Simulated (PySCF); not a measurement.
# Bond curve of SbO⁺

Set-up: PySCF, scalar-relativistic core potentials, basis sets Sb def2-SVPD with ECP28, O def2-SVPD. Energies in eV from Sb⁺ + O in their ground configurations at the same level. All curves are PBE0. state 1: triplet, unpaired electrons π ↑↑, a mixture of terms (⟨Lz²⟩ = 2.0), a second solution, started from another occupation; state 2: triplet, unpaired electrons π ↑↑, a mixture of terms (⟨Lz²⟩ = 2.0), a second solution, started from another occupation; state 3: Ms = 0 determinant of mixed spin (⟨S²⟩ near 1.0), unpaired electrons π ↑↓, a mixture of terms (⟨Lz²⟩ = 2.0), a second solution, started from another occupation.

```tsv
R (Å)	state 1	state 2	state 3
1.538	2.538	2.988	3.094
1.610	0.606	1.041	1.146
1.682	-0.717	-0.299	-0.197
1.735	-1.408	-1.002	-0.902
1.789	-1.900	-1.506	-1.409
1.843	-2.232	-1.852	-1.757
1.914	-2.482	-2.119	-2.029
2.004	-2.565	-2.225	-2.142
2.111	-2.440	-2.127	-2.055
2.254	-2.051	-1.772	-1.723
```

Problem. Put a parabola through the three lowest points of the state 1 curve and estimate Re, k and ωe (reduced mass 14.13 u; 1 eV/Å² = 0.16022 mdyn/Å; ωe = 1302.8·√(k/μ) cm⁻¹).

Solution. Through R = 1.914, 2.004, 2.111 Å the second-order coefficient is 10.6 eV/Å², so Re ≈ 2.002 Å, k ≈ 3.40 mdyn/Å and ωe ≈ 639 cm⁻¹. A polynomial fit of higher order to the unrounded PBE0 energies gives Re = 1.996 Å, k = 3.60 mdyn/Å, ωe = 658 cm⁻¹; anharmonicity and rounding make the difference.

The higher-order fit for each curve: state 1: Re = 1.996 Å, ωe = 658 cm⁻¹, minimum 2.57 eV below the ground-state fragments; state 2: Re = 2.007 Å, ωe = 640 cm⁻¹, minimum 2.23 eV below the ground-state fragments; state 3: Re = 2.011 Å, ωe = 631 cm⁻¹, minimum 2.14 eV below the ground-state fragments.

Spin–orbit coupling is left out, which matters for elements this heavy, above all for dissociation energies. For an ion De counts to the pair picked by the measured ionisation energies or electron affinities, which need not be the lowest pair at this level.
